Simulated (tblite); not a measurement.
Species: C2H9BSSi.
Atom-mapped SMILES: `[CH3:1][S:2][BH:3][CH2:4][SiH3:5]` (hydrogens: H6, H7, H8 on C1; H9 on B3; H10, H11 on C4; H12, H13, H14 on Si5)

Computed with GFN2-xTB (tblite), gas phase: L-BFGS steps from a force-field or distance-geometry start until the largest atomic force falls under 0.01 eV/Å.

Step 85: E = -410.5648 eV
```
atom  x, y, z in Å  |  force x, y, z in eV/Å
C1      2.1399    0.0441    0.4537    0.011   0.041  -0.044
S2      1.4181   -1.6350    0.4077   -0.011   0.004   0.021
B3     -0.1666   -1.4800   -0.3560    0.025   0.005  -0.007
C4     -0.7688   -0.1630   -0.9388   -0.010   0.015  -0.071
Si5    -1.6304    0.9148    0.3850   -0.028   0.014   0.036
H6      3.2183   -0.0568    0.3796   -0.022  -0.028   0.032
H7      1.8736    0.5111    1.3968    0.008  -0.005  -0.005
H8      1.7650    0.6337   -0.3749    0.032   0.008  -0.003
H9     -0.7644   -2.4875   -0.3825   -0.004   0.013  -0.007
H10    -0.0308    0.4805   -1.4267   -0.029  -0.050   0.017
H11    -1.5207   -0.3913   -1.6976    0.028  -0.023   0.040
H12    -2.3649    0.0986    1.3541    0.000   0.005  -0.049
H13    -2.5385    1.8182   -0.3264   -0.011   0.009   0.032
H14    -0.6306    1.7120    1.1040    0.011  -0.006   0.009
```

Step 86: E = -410.5657 eV
```
atom  x, y, z in Å  |  force x, y, z in eV/Å
C1      2.1476    0.0408    0.4498    0.004   0.037  -0.065
S2      1.4191   -1.6360    0.4100   -0.011   0.018   0.020
B3     -0.1674   -1.4754   -0.3490    0.029  -0.015  -0.037
C4     -0.7678   -0.1584   -0.9354   -0.018  -0.007  -0.057
Si5    -1.6386    0.9161    0.3851   -0.017   0.011   0.049
H6      3.2258   -0.0640    0.3824   -0.013  -0.038   0.051
H7      1.8750    0.5161    1.3868    0.013  -0.001  -0.010
H8      1.7843    0.6245   -0.3883    0.013   0.011   0.006
H9     -0.7646   -2.4842   -0.3819    0.000   0.036   0.008
H10    -0.0288    0.4853   -1.4217   -0.036  -0.051   0.018
H11    -1.5179   -0.3915   -1.6950    0.040  -0.008   0.038
H12    -2.3747    0.0935    1.3477   -0.003   0.007  -0.049
H13    -2.5467    1.8186   -0.3267   -0.012   0.011   0.027
H14    -0.6461    1.7140    1.1141    0.009  -0.011   0.000
```

Q: Estimate the geometry and energy of step 87. (The exact step hangs on the optimiser's Hessian estimate; all steps are aligned on step 86, rigid shifts and turns removed.)

A: E = -410.5666 eV, largest force 0.078 eV/Å
```
atom  x, y, z in Å  |  force x, y, z in eV/Å
C1      2.1589    0.0370    0.4417    0.002   0.015  -0.068
S2      1.4209   -1.6366    0.4110   -0.007   0.028   0.018
B3     -0.1686   -1.4698   -0.3397    0.023  -0.032  -0.063
C4     -0.7665   -0.1524   -0.9293   -0.018  -0.020  -0.027
Si5    -1.6519    0.9177    0.3862    0.005  -0.004   0.039
H6      3.2367   -0.0759    0.3867   -0.003  -0.041   0.066
H7      1.8776    0.5219    1.3710    0.016   0.013  -0.017
H8      1.8125    0.6135   -0.4083   -0.009   0.015   0.010
H9     -0.7675   -2.4786   -0.3763    0.007   0.055   0.022
H10    -0.0242    0.4920   -1.4085   -0.039  -0.042   0.009
H11    -1.5101   -0.3896   -1.6937    0.039   0.007   0.032
H12    -2.3899    0.0846    1.3374   -0.012   0.007  -0.036
H13    -2.5596    1.8186   -0.3276   -0.013   0.014   0.021
H14    -0.6690    1.7171    1.1273    0.008  -0.016  -0.006
```

The energy changes by -0.0010 eV. The first-order estimate −F·Δx gives -0.0014 eV and the mean of the old and new forces, exact on a quadratic surface, -0.0010 eV. The step makes an angle of 83° with the force vector and moves no atom by more than 0.036 Å.

The cost below is that of the whole relaxation. Time: 1.4 s wall. Hardware: one thread, Arm Neoverse N1 (aarch64), no GPU (shared host).
